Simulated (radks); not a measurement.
Excited configurations of N V: one electron is placed in a higher orbital outside [He]. The ground configuration is [He] 2s1. Method: scalar-relativistic Kohn-Sham, PBE, spin-unpolarised, spherical densities, finite nucleus; Fermi nuclear charge, rms radius 2.5582 fm; without spin polarisation the odd electron is poorly described; computed with a radial shooting solver on a logarithmic mesh with Libxc functionals. Excitation = E - E(ground); binding = E(ion) - E, where the ion is the core of charge +5; n* = 5/sqrt(2 binding) in atomic units, and the quantum defect is n - n*.

outer orbital	excitation (eV)	binding (eV)	quantum defect	eigenvalue (eV)	<r> (bohr)
4p	74.915	22.192	0.085	-20.217	4.426
4d	75.627	21.481	0.021	-19.375	4.164
5s	82.375	14.732	0.195	-13.543	6.984
5p	82.874	14.234	0.112	-13.049	7.033
6f	87.468	9.639	0.060	-8.790	9.500
7d	89.930	7.177	0.116	-6.613	13.82

The Delta-SCF ionisation energy is 97.107 eV (NIST Atomic Spectra Database: 97.890 eV, measured). Self-interaction in the functional shifts the binding energies and quantum defects, so they are the method's values and not measured ones. Spin polarisation and multiplet splitting are left out, so open shells lie too high by an amount that depends on their filling.
